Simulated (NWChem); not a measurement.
System: CH$_{4}$AlFSe; SMILES [CH3][Al]([SeH])[F]

Input file for NWChem:

```
start job
memory heap 200 mb stack 900 mb global 1100 mb
geometry units angstroms noautosym
  Al     0.040550    -0.979926     0.004736
  F      1.560540    -1.667476    -0.021560
  C     -1.546771    -2.094394     0.004136
  H     -1.985260    -2.135334    -1.055687
  H     -2.351541    -1.669314     0.699871
  H     -1.286965    -3.155798     0.329777
  Se     0.054368     1.330418     0.011682
  H     -1.417968     1.371121     0.036437
end
basis spherical
  * library def2-svp
end
dft
  xc pbe0
  grid fine
  iterations 150
end
driver
  maxiter 120
  tight
end
task dft optimize
task dft freq
```

Parts of the log:

```
             Northwest Computational Chemistry Package (NWChem) 7.3.0
             --------------------------------------------------------

                             Geometry "geometry" -> ""
                             -------------------------

 Output coordinates in angstroms (scale by  1.889725989 to convert to a.u.)

  No.       Tag          Charge          X              Y              Z
 ---- ---------------- ---------- -------------- -------------- --------------
    1 Al                  13.0000     0.03906270    -0.96980783     0.00019161
    2 F                    9.0000     1.55905270    -1.65735783    -0.02610439
    3 C                    6.0000    -1.54825830    -2.08427583    -0.00040839
    4 H                    1.0000    -1.98674730    -2.12521583    -1.06023139
    5 H                    1.0000    -2.35302830    -1.65919583     0.69532661
    6 H                    1.0000    -1.28845230    -3.14567983     0.32523261
    7 Se                  34.0000     0.05288070     1.34053617     0.00713761
    8 H                    1.0000    -1.41945530     1.38123917     0.03189261

 Effective nuclear repulsion energy (a.u.)     296.6245828005

                                Z-matrix (autoz)
                                --------

 Units are Angstrom for bonds and degrees for angles

      Type          Name      I     J     K     L     M      Value
      ----------- --------  ----- ----- ----- ----- ----- ----------
    1 Stretch                  1     2                       1.66847
    2 Stretch                  1     3                       1.93949
    3 Stretch                  1     7                       2.31040
    4 Stretch                  3     4                       1.14768
    5 Stretch                  3     5                       1.14560
    6 Stretch                  3     6                       1.14023
    7 Stretch                  7     8                       1.47311
    8 Bend                     1     3     4               109.47974
    9 Bend                     1     3     5               111.19412
   10 Bend                     1     3     6               110.38496
   11 Bend                     1     7     8                91.24359
   12 Bend                     2     1     3               120.58346
   13 Bend                     2     1     7               113.99608
   14 Bend                     3     1     7               125.41549
   15 Bend                     4     3     5               107.79786
   16 Bend                     4     3     6               108.51658
   17 Bend                     5     3     6               109.39176
   18 Torsion                  2     1     3     4        -100.58886
   19 Torsion                  2     1     3     5         140.40546
   20 Torsion                  2     1     3     6          18.80491
   21 Torsion                  2     1     7     8        -179.95243
   22 Torsion                  3     1     7     8           0.85863
   23 Torsion                  4     3     1     7          78.55043
   24 Torsion                  5     3     1     7         -40.45525
   25 Torsion                  6     3     1     7        -162.05580

                           NWChem Geometry Optimization
                           ----------------------------

 maximum gradient threshold         (gmax) =   0.000015
 rms gradient threshold             (grms) =   0.000010
 maximum cartesian step threshold   (xmax) =   0.000060
 rms cartesian step threshold       (xrms) =   0.000040
 fixed trust radius                (trust) =   0.300000
 source of zmatrix                         =   autoz

          -------------------
          Energy Minimization
          -------------------

 Using diagonal initial Hessian
 Scaling for Hessian diagonals: bonds = 1.00  angles = 0.25  torsions = 0.10

          --------
          Step   0

[...]

      ----------------------
      Optimization converged
      ----------------------

  Step       Energy      Delta E   Gmax     Grms     Xrms     Xmax
  ---- ---------------- -------- -------- -------- -------- --------
@   73   -2783.44652784 -1.7D-10  0.00000  0.00000  0.00001  0.00001
                                     ok       ok       ok       ok

                                Z-matrix (autoz)
                                --------

 Units are Angstrom for bonds and degrees for angles

      Type          Name      I     J     K     L     M      Value     Gradient
      ----------- --------  ----- ----- ----- ----- ----- ---------- ----------
    1 Stretch                  1     2                       1.66873    0.00000
    2 Stretch                  1     3                       1.93815   -0.00000
    3 Stretch                  1     7                       2.30979   -0.00000
    4 Stretch                  3     4                       1.10260   -0.00000
    5 Stretch                  3     5                       1.10037   -0.00000
    6 Stretch                  3     6                       1.10260   -0.00000
    7 Stretch                  7     8                       1.47231   -0.00000
    8 Bend                     1     3     4               110.14655   -0.00000
    9 Bend                     1     3     5               113.23942   -0.00000
   10 Bend                     1     3     6               110.14748    0.00000
   11 Bend                     1     7     8                91.35828    0.00000
   12 Bend                     2     1     3               119.60085   -0.00000
   13 Bend                     2     1     7               113.92452   -0.00000
   14 Bend                     3     1     7               126.47463    0.00000
   15 Bend                     4     3     5               108.08195    0.00000
   16 Bend                     4     3     6               106.91390   -0.00000
   17 Bend                     5     3     6               108.08296   -0.00000
   18 Torsion                  2     1     3     4         -58.86782   -0.00000
   19 Torsion                  2     1     3     5         179.97839   -0.00000
   20 Torsion                  2     1     3     6          58.82262   -0.00000
   21 Torsion                  2     1     7     8         179.99995   -0.00000
   22 Torsion                  3     1     7     8           0.00086   -0.00000
   23 Torsion                  4     3     1     7         121.13122   -0.00000
   24 Torsion                  5     3     1     7          -0.02257   -0.00000
   25 Torsion                  6     3     1     7        -121.17834   -0.00000

                         Geometry "geometry" -> "geometry"
                         ---------------------------------

 Output coordinates in angstroms (scale by  1.889725989 to convert to a.u.)

[...]

 Rotational Constants
 --------------------
 A=   0.191174 cm-1  (  0.275051 K)
 B=   0.057712 cm-1  (  0.083033 K)
 C=   0.044702 cm-1  (  0.064314 K)

 Temperature                      =   298.15K
 frequency scaling parameter      =   1.0000

 Zero-Point correction to Energy  =   29.319 kcal/mol  (  0.046723 au)
 Thermal correction to Energy     =   33.692 kcal/mol  (  0.053691 au)
 Thermal correction to Enthalpy   =   34.284 kcal/mol  (  0.054635 au)

 Total Entropy                    =   85.193 cal/mol-K
   - Translational                =   40.722 cal/mol-K (mol. weight = 140.9295)
   - Rotational                   =   27.571 cal/mol-K (symmetry #  =        1)
   - Vibrational                  =   16.900 cal/mol-K

 Cv (constant volume heat capacity) =   21.537 cal/mol-K
   - Translational                  =    2.979 cal/mol-K
   - Rotational                     =    2.979 cal/mol-K
   - Vibrational                    =   15.578 cal/mol-K

[normal modes left out]

 ----------------------------------------------------------------------------
 Normal Eigenvalue ||           Projected Infra Red Intensities
  Mode   [cm**-1]  || [atomic units] [(debye/angs)**2] [(KM/mol)] [arbitrary]
 ------ ---------- || -------------- ----------------- ---------- -----------
    1       -0.000 ||    0.000960           0.022         0.936       0.500
    2        0.000 ||    0.000009           0.000         0.008       0.004
    3        0.000 ||    0.000382           0.009         0.372       0.199
    4        0.000 ||    0.000383           0.009         0.374       0.200
    5        0.000 ||    0.000002           0.000         0.002       0.001
    6        0.000 ||    0.002125           0.049         2.071       1.106
    7       46.217 ||    0.000007           0.000         0.006       0.003
    8      134.700 ||    0.003485           0.080         3.397       1.815
    9      179.891 ||    0.012837           0.296        12.514       6.685
   10      198.946 ||    0.027544           0.635        26.851      14.344
   11      249.639 ||    0.000067           0.002         0.065       0.035
   12      364.365 ||    0.029241           0.675        28.506      15.227
   13      577.951 ||    0.004987           0.115         4.861       2.597
   14      647.589 ||    0.046536           1.074        45.366      24.234
   15      666.533 ||    0.054376           1.255        53.009      28.317
   16      696.756 ||    0.100409           2.317        97.883      52.288
   17      877.299 ||    0.131805           3.041       128.490      68.637
   18     1213.882 ||    0.025861           0.597        25.211      13.467
   19     1418.584 ||    0.003763           0.087         3.668       1.959
   20     1420.876 ||    0.002747           0.063         2.678       1.431
   21     2451.575 ||    0.010403           0.240        10.142       5.418
   22     3053.034 ||    0.000735           0.017         0.717       0.383
   23     3151.058 ||    0.000628           0.014         0.612       0.327
   24     3170.003 ||    0.001580           0.036         1.541       0.823
 ----------------------------------------------------------------------------
```

Level: PBE0/def2-SVP. This build's default masses of Se (78.918 u) and Br (79.917 u) are each other's, which moves their modes by up to 0.6 %.
